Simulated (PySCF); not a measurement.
# A small calculation by hand: dipole moment from atomic charges

Cd(SH)(SMe) (CH₄CdS₂), SMILES [S]([Cd][SH])C. Atoms are numbered in the order given.

```xyz
8

Cd    -0.1465     0.1720     0.2181
S     -2.2139     0.5092     1.3123
H     -2.6492     1.3736     0.3505
S      1.9322    -0.1568    -0.8487
C      1.5889    -1.5976    -1.9469
H      1.3111    -2.5046    -1.3768
H      2.5369    -1.8024    -2.4816
H      0.8087    -1.3763    -2.6999
```

Geometry: PBE-D3(BJ)/def2-SVP. The structure was generated by enumeration; whether it is a known compound was not checked. The def2 effective core potentials stand for the cores of Cd; spin–orbit coupling is left out. One conformer was computed; it need not be the lowest.

Charges (e) from PySCF with PBE/def2-TZVP:

```tsv
atom	ESP fit	Mulliken
Cd1	0.513	0.518
S2	-0.401	-0.436
H3	0.137	0.154
S4	-0.333	-0.312
C5	-0.337	-0.353
H6	0.128	0.143
H7	0.186	0.144
H8	0.108	0.142
```

The dipole moment of the full density is 1.66 D.

Task: What dipole moment does each set of point charges give, and which comes closer to that of the density?

Result: 
μ = Σ q r, and 1 e Å = 4.8032 D.
ESP fit: Σ q r = (-0.002, -0.142, -0.357) e Å, |μ| = 1.84 D.
Mulliken: Σ q r = (-0.015, -0.122, -0.391) e Å, |μ| = 1.97 D.
ESP fit comes closer in size. Point charges leave out the atoms' own dipoles (lone pairs, polarised bonds); fits to the potential absorb them, partitions of the density don't.
